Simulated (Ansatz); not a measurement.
`B[SiH2]BO` + HCl → `BCl` + `OB[SiH3]` at 700 K and 1 bar (cleavage of the B–Si bond).

Isolated molecules relaxed with PBE0-D4/def2-TZVP in Ansatz; ΔE leaves out vibrations. CCSD(T)/CBS is the MP2 limit (def2-TZVPP, def2-QZVPP) plus CCSD(T) − MP2 in def2-TZVPP, frozen cores. This one scheme is used for every species. One conformer a species, not always the lowest.

```json
{"species": "`B[SiH2]BO`", "CCSD(T)/CBS energy (Eh)": "-417.44038", "H − E (kJ/mol)": "245.9", "S (J/(mol·K))": "452.3"}
{"species": "HCl", "CCSD(T)/CBS energy (Eh)": "-460.38127", "H − E (kJ/mol)": "38.4", "S (J/(mol·K))": "211.8"}
{"species": "`BCl`", "CCSD(T)/CBS energy (Eh)": "-485.78909", "H − E (kJ/mol)": "86.3", "S (J/(mol·K))": "276.7"}
{"species": "`OB[SiH3]`", "CCSD(T)/CBS energy (Eh)": "-392.07510", "H − E (kJ/mol)": "194.9", "S (J/(mol·K))": "384.0"}
```

H − E and S are ideal-gas, rigid-rotor, harmonic terms from PBE0-D4/def2-TZVP, for one conformer and one mirror image of each species. 1 Eh = 2625.50 kJ/mol, R = 8.31446 J/(mol·K).

Q: By hand: ΔE, ΔH, ΔS and ΔG.

A: ΔE = (-485.78909) + (-392.07510) − (-417.44038) − (-460.38127) = -0.04254 Eh = -111.7 kJ/mol. Δ(H − E) = 86.3 + 194.9 − 245.9 − 38.4 = -3.1, so ΔH = -114.8 kJ/mol. ΔS = 276.7 + 384.0 − 452.3 − 211.8 = -3.4 J/(mol·K). ΔG = -114.8 − 700 × (-3.4)/1000 = -112.4 kJ/mol.

Q: By hand: the equilibrium constant, and the temperature at which ΔG would vanish if ΔH and ΔS stayed fixed.

A: log₁₀ K = −ΔG/(RT ln 10) = 8.4. ΔG = 0 at ΔH/ΔS = 33765 K, far beyond where these terms or the molecules hold.

The number of gas molecules stays the same, so ΔS is small and ΔH decides. A doubt of 5 kJ/mol in ΔE shifts log₁₀ K by 0.4 here. Other conformers and mirror images would add mixing entropy, several J/(mol·K) or more a flexible species. Modes under 60 cm⁻¹, often nearly free rotors, make the harmonic entropy too high. These are equilibria of isolated gas molecules and say nothing of rates. Largest T1 diagnostic: 0.016 (customary marks: 0.02 for closed shells, 0.045 for open ones).
